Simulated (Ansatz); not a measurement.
Ansatz (a first-principles code) input (CCSD(T)/cc-pwCVTZ): A basis named .json is the Basis Set Exchange file of that set (core-valence sets with the plain set on hydrogen).

Ansatz 0.2 input:
```yaml
crystal:
  periodic: [false, false, false]
  atoms:
    - {symbol: H, position_ang: [0.00000000, 0.00000000, 0.00000000]}
basis:
  gaussian:
    orbitals: cc-pwCVTZ.json
magnetization: {spin_polarized: true, initial_magnetization: 1}
correlation: {method: ccsd_t, electrons: outside_noble_gas}
scf: {lower_state_search: full}
```

Output:

```
Functional definition: HF
integrals: 0.00 GiB planned
65 factors; integrals over basis functions are off by at most 1.6e-4 eV
mean field: 0.04 GiB planned
mean field evaluation 1: about -13.5529 eV, gradient 1.7e0 eV
mean field evaluation 2: about -13.5529 eV, gradient 1.7e0 eV
mean field evaluation 4: about -13.6007 eV, gradient 2.7e-3 eV
mean field evaluation 8: about -13.6005 eV, gradient 3.0e-11 eV
mean field evaluation 16: about -13.5529 eV, gradient 1.7e0 eV
mean field -13.60051782 eV, -0.4998098113 hartree, gradient 2.0e-7 eV, S^2 0.750000; 2 other end points of the search recorded, 0 dependent functions left out
reference -13.60051782 eV, -0.4998098113 hartree; 1, 0 occupied and 13, 14 virtual orbitals, 65 factors
second order 0.00000000 eV of doubles, -0.00000000 eV of singles
coupled cluster: 0.04 GiB planned
cycle   1  -0.00000000 eV  change  -9.8e-17 eV  update   1.2e-9
perturbative correction 0.00000000 eV, 0.0000000000 hartree
Total energy: -13.60051782 eV, -0.4998098113 hartree
```
